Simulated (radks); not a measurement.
All-electron atom: Ce8+ in [Kr] 4d10 5s2 5p2 (the NIST ground configuration). All-electron calculation, Dirac Kohn-Sham, LDA (Slater exchange, Perdew-Wang correlation), spin-unpolarised, spherical densities, finite nucleus; open shells fill j = l - 1/2 first; Fermi nuclear charge, rms radius 4.8771 fm. Program: a radial shooting solver on a logarithmic mesh with Libxc functionals.

Normalised radial functions P(r) = r R(r) (large component), r in bohr:

r,4s1/2,4d5/2
0.002309,0.1632,0.0000
0.003179,0.2061,0.0001
0.004413,0.2554,0.0003
0.006127,0.3055,0.0007
0.008505,0.3459,0.0018
0.01181,0.3587,0.0045
0.01639,0.3174,0.0110
0.02275,0.1921,0.0258
0.03133,-0.0261,0.0571
0.04349,-0.3155,0.1214
0.06038,-0.5489,0.2380
0.08382,-0.5188,0.4176
0.1164,-0.0759,0.6263
0.1615,0.5909,0.7419
0.2242,0.8537,0.5660
0.3088,0.2150,0.0006
0.4286,-0.9474,-0.7855
0.595,-1.4902,-1.2755
0.826,-1.0397,-1.1408
1.147,-0.3709,-0.6259
1.592,-0.0621,-0.1994
2.21,-0.0039,-0.0314
3.068,-0.0001,-0.0019
4.224,0.0000,0.0000

4s1/2: eigenvalue -391.16 eV, 3 radial nodes at r = 0.0303, 0.121, 0.329 bohr, <r> = 0.634 bohr, 90 % of the charge inside 0.910 bohr. 4d5/2: eigenvalue -218.66 eV, 1 radial node at r = 0.309 bohr, <r> = 0.733 bohr, 90 % of the charge inside 1.10 bohr.
